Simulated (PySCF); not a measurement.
The scaffold SiH2(OH)-X carries different groups X. Isolated molecules, 0 K electronic values unless said otherwise. One relaxed conformer stands for each flexible species; it need not be the lowest. Strings in code marks are SMILES.

Level of theory: PBE0-D4/def2-TZVP in PySCF. All candidates: neutral, multiplicity 1. Delta-SCF ions had no search for a lower state. Excitations are Tamm–Dancoff values on a coarser integration grid. The basis has no diffuse functions, so Rydberg states are missing or too high.

- HOMO: -6.98 eV
- S1 excitation (TDA): 6.35 eV
- vertical ionisation energy (Delta-SCF): 9.17 eV

**Question.** Name which member has these values.
A) `N[SiH2]O`
B) `O[SiH2][GeH3]` (H–O–Si–Ge torsion 60°)
C) `N#C[SiH2]O`
D) `CN[SiH2]O` (C–N–Si–O torsion 83°, N–Si–O–H torsion -73°)

**Answer.** D, `CN[SiH2]O` (C–N–Si–O torsion 83°, N–Si–O–H torsion -73°). The others give `N#C[SiH2]O`: -9.61 eV, 6.71 eV, 11.85 eV; `N[SiH2]O`: -7.78 eV, 7.05 eV, 10.30 eV; `O[SiH2][GeH3]` (H–O–Si–Ge torsion 60°): -7.81 eV, 6.12 eV, 9.86 eV
